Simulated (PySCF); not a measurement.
**Running PySCF for ZnI⁻**

Input:

```python
from pyscf import gto, dft

mol = gto.M(
    atom='Zn 0 0 0; I 0 0 2.781',
    basis='lanl2dz',
    ecp={'Zn': 'lanl2dz', 'I': 'lanl2dz'},
    charge=-1,
    spin=0,
    verbose=4,
)
mf = dft.RKS(mol, xc='b3lyp')
mf.kernel()
mf.mulliken_pop()
mf.dip_moment()
print('orbital energies (hartree):', mf.mo_energy[..., max(0, mol.nelec[1]-3):mol.nelec[0]+3].round(4))
```

```bash
$ OMP_NUM_THREADS=1 python input.py
```

Output (some set-up lines removed):

```
PySCF version 2.14.0

[INPUT] Symbol           X                Y                Z      unit          X                Y                Z       unit  Magmom
[INPUT]  1 Zn     0.000000000000   0.000000000000   0.000000000000 AA    0.000000000000   0.000000000000   0.000000000000 Bohr   0.0
[INPUT]  2 I      0.000000000000   0.000000000000   2.781000000000 AA    0.000000000000   0.000000000000   5.255328352415 Bohr   0.0

nuclear repulsion = 15.9837776761165
number of shells = 10
number of NR pGTOs = 46
number of NR cGTOs = 26
basis = lanl2dz
ecp = {'Zn': 'lanl2dz', 'I': 'lanl2dz'}

******** <class 'pyscf.dft.rks.RKS'> ********
method = RKS
initial guess = minao
damping factor = 0
level_shift factor = 0
DIIS = <class 'pyscf.scf.diis.CDIIS'>
SCF conv_tol = 1e-09
SCF max_cycles = 50
XC functionals = b3lyp

grids dens level: 3
Initial guess from minao.
tot grids = 42600
init E= -69.990381194087
  HOMO = 0.227828439721049  LUMO = 0.267516360181347  gap/eV = 1.07996
cycle= 1 E= -37.3540141994752  delta_E= 32.6  |g|= 2.12  |ddm|= 11.3
  HOMO = -2.10035288457369  LUMO = -2.03996097773477  gap/eV = 1.64335
cycle= 2 E= -42.0104678131811  delta_E= -4.66  |g|= 1.99  |ddm|= 12.5
  HOMO = -0.0779906616798098  LUMO = 0.0224029939438799  gap/eV = 2.73185
cycle= 3 E= -75.156390844019  delta_E= -33.1  |g|= 2.86  |ddm|= 7.45
  HOMO = -0.0749133277580651  LUMO = 0.130974288285174  gap/eV = 5.60249
cycle= 4 E= -75.7307856650919  delta_E= -0.574  |g|= 2.48  |ddm|= 0.714
  HOMO = 0.0358500331941437  LUMO = 0.163756642913073  gap/eV = 3.48052
cycle= 5 E= -76.9396097713991  delta_E= -1.21  |g|= 0.69  |ddm|= 1.83
  HOMO = 0.0406608928339662  LUMO = 0.151463037529544  gap/eV = 3.01508
cycle= 6 E= -77.063752753165  delta_E= -0.124  |g|= 0.301  |ddm|= 1.02
  HOMO = 0.00669298452612632  LUMO = 0.132096823069078  gap/eV = 3.41241
cycle= 7 E= -77.0681351171014  delta_E= -0.00438  |g|= 0.265  |ddm|= 0.264
  HOMO = -0.00218031441198946  LUMO = 0.131356593135488  gap/eV = 3.63372
cycle= 8 E= -77.0774906416575  delta_E= -0.00936  |g|= 0.0374  |ddm|= 0.172
  HOMO = 0.000866894971339738  LUMO = 0.133295369507229  gap/eV = 3.60356
cycle= 9 E= -77.0775840268407  delta_E= -9.34e-05  |g|= 0.0328  |ddm|= 0.0496
  HOMO = -0.00107861228337003  LUMO = 0.132518843044815  gap/eV = 3.63537
cycle= 10 E= -77.0777211032296  delta_E= -0.000137  |g|= 0.000607  |ddm|= 0.0186
  HOMO = -0.001078172229528  LUMO = 0.132528219079749  gap/eV = 3.63562
cycle= 11 E= -77.0777213183083  delta_E= -2.15e-07  |g|= 3.02e-05  |ddm|= 0.00146
  HOMO = -0.00108140723607653  LUMO = 0.132524776342888  gap/eV = 3.63561
cycle= 12 E= -77.0777213188576  delta_E= -5.49e-10  |g|= 3.11e-06  |ddm|= 7.83e-05
  HOMO = -0.00108167593247671  LUMO = 0.132524714729607  gap/eV = 3.63562
Extra cycle  E= -77.0777213188581  delta_E= -4.55e-13  |g|= 3.43e-06  |ddm|= 4.33e-06
converged SCF energy = -77.0777213188581
 ** Mulliken pop  **
pop of  0 Zn 4s           0.69737
pop of  0 Zn 5s           1.24853
pop of  0 Zn 4px          0.01895
pop of  0 Zn 4py          0.01895
pop of  0 Zn 4pz          0.16390
pop of  0 Zn 5px          0.04287
pop of  0 Zn 5py          0.04287
pop of  0 Zn 5pz          0.09689
pop of  0 Zn 3dxy         1.60156
pop of  0 Zn 3dyz         1.60188
pop of  0 Zn 3dz^2        1.60206
pop of  0 Zn 3dxz         1.60188
[14 lines left out]
 ** Mulliken atomic charges  **
charge of    0Zn =     -0.33041
charge of    1I =     -0.66959

WARN: System has nonzero charge -1; the dipole moment is origin-dependent.
Location of origin: [0. 0. 0.]

Dipole moment(X, Y, Z, Debye): -0.00000,  0.00000, -6.84737
orbital energies (hartree): [-0.0634 -0.0634 -0.0011  0.1325  0.1325  0.1623]
```

In short: E(SCF) = -77.077721 Eh, 12 cycles.

It ran on Arm Neoverse V2 (1 thread, shared host) in 1.2 s, peak memory 0.15 GiB.

The basis has no diffuse functions, which an anion needs. Stability towards an unrestricted solution was not tested. The bond length is a typed value, not an optimised one. The dipole of an ion depends on the origin.
